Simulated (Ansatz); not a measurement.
Results of the Gaussian-basis code of Ansatz.

A structure relaxed at PBE0-D4/def2-TZVP, charge 0, multiplicity 1:

```xyz
6

B     0.245   -0.780    0.527
N     0.843    0.534    0.502
C    -0.083    0.859   -0.323
Te   -1.832   -0.389   -0.103
H     0.816   -1.823    0.520
H     0.011    1.599   -1.124
```

Task: Give its formula and SMILES.

Result: CH2BNTe, `B1N=C[Te]1`.

Task: Summarise the bond lengths by kind.

Result: 1 × B–N 1.444 Å; 1 × B–Te 2.205 Å; 1 × B–H 1.189 Å; 1 × C–N 1.282 Å; 1 × C–Te 2.159 Å; 1 × C–H 1.095 Å.
